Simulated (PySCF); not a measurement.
Run record: geometry optimisation, `[O][V]` [quartet].

Computed with PBE0-D3(BJ)/def2-SVP geometry optimisation, gas phase (PySCF 2.14.0). Start geometry: GFN2-xTB. A driver script takes a list of jobs; this job's settings line and coordinates (Å) are shown.

Input:
```
{"job": {"xc": "PBE0", "basis": "def2-SVP", "d3": "d3bj", "grid": 1, "kind": "geom"}, "charge": 0, "multiplicity": 4}
O      0.764390    -0.004390    -0.007360
V     -0.758870     0.006920    -0.020940
```

Output:
```
step   0  E = -1018.72033982  max force = 0.040537
step   1  E = -1018.72158548  max force = 0.003178
step   2  E = -1018.72159413  max force = 0.000276
optimisation converged
```

Energies in Eh; «max force» is the largest Cartesian gradient component in Eh/bohr.

Problem. How much energy does the optimisation release, in kJ/mol?

Solution. E(step 0) − E(last step) = 0.001254 Eh, which is 3.3 kJ/mol.

Main results: final energy -1018.72159 Eh after 2 steps; dipole 3.31 D.

Problem. Where do the atoms end?

Solution. 0.017 Å rms from the input after alignment:
```
atom  x, y, z in Å
O1     0.7811   -0.0048   -0.0068
V2    -0.7756    0.0074   -0.0215
```

Hardware: an Arm Neoverse V2 with one thread, shared host. Cost: 2.5 s wall.
Labels such as C1 count atoms from 1, the log's own numbers from 0.
